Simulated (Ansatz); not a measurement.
Coupled-cluster diagnostics for the cluster Sn₂O₄⁺, Ansatz.

Geometry of the doublet (PBE-D4/def2-SVP):

Cartesian coordinates in Å:
```
Sn -0.4507 -1.1668 1.0527
Sn 1.0448 -0.7375 -2.6143
O -0.3020 1.5792 0.8254
O 0.7170 0.7921 1.2468
O -1.3545 0.8349 0.4088
O 0.3455 -1.3019 -0.9195
```

In the def2 sets Sn takes a core potential; there is no spin–orbit coupling. Correlated methods freeze 12 core orbitals; core or outer-core shells of Sn are correlated, in sets that lack core-valence functions. The structure holds 2 bonds between oxygen atoms, so isomers without such links may lie far lower. Another isomer (doublet) lies 0.30 eV lower at PBE0-D4/def2-TZVP; other spin states weren't run for this one.

Q: Estimate the CCSD(T) correlation energy, the shares of MP2 and (T), T1 and the reference's ⟨S²⟩ for: charge 1, doublet, own geometry in def2-SVP; and the rough time on 4 threads of INTEL XEON PLATINUM 8581C on a shared host.

A: 
```json
{"state": "charge 1, doublet, own geometry", "basis": "def2-SVP", "correlation (eV)": "-26.290", "MP2 share (%)": "93.1", "(T) share (%)": "3.9", "T1": "0.030", "⟨S²⟩ (pure)": "0.77 (0.75)", "wall time": "26 s"}
```
Customary marks for T1 are 0.02 (closed shells), 0.045 (open shells) and about 0.05 (3d metals). T1 exceeds 0.02 in 1 of 1 rows and 0.045 in 0; the higher it lies, the less the single-reference result can be trusted.
